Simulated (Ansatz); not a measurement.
C2H6F2Ge⁺, that is GeF2Me2 with one electron fewer. The state is a doublet with charge 1. Geometry r2SCAN-D4/def2-SVP, that of the neutral singlet; atoms count from 1.

Cartesian coordinates in Å:
```
Ge -0.268 0.519 -0.093
F -0.281 1.925 0.934
F -1.232 1.003 -1.460
C -1.214 -0.887 0.822
H -0.666 -1.196 1.724
H -1.339 -1.756 0.161
H -2.207 -0.518 1.117
C 1.538 0.261 -0.710
H 1.593 -0.603 -1.388
H 2.212 0.092 0.143
H 1.864 1.160 -1.250
```

Estimate the Mulliken populations from the PBE0/def2-TZVP orbitals of Ansatz.


```tsv
atom	charge (e)	spin (α − β)
Ge1	0.88	0.06
F2	-0.26	0.10
F3	-0.26	0.10
C4	-0.38	0.35
H5	0.23	0.00
H6	0.23	0.00
H7	0.25	0.02
C8	-0.38	0.35
H9	0.23	0.00
H10	0.23	0.00
H11	0.25	0.02
```
Mulliken values depend strongly on the basis.

Where does the spin sit?

Summed by element: Ge 0.06, F 0.20, C 0.70, H 0.03, of 1 unpaired in all. Largest on single atoms: C4 0.35, C8 0.35, F2 0.10.

And the Mayer bond orders between heavy atoms (over 0.3)?

Ge1–F2 1.04 (1.74 Å); Ge1–F3 1.04 (1.74 Å); Ge1–C4 0.80 (1.93 Å); Ge1–C8 0.80 (1.93 Å).
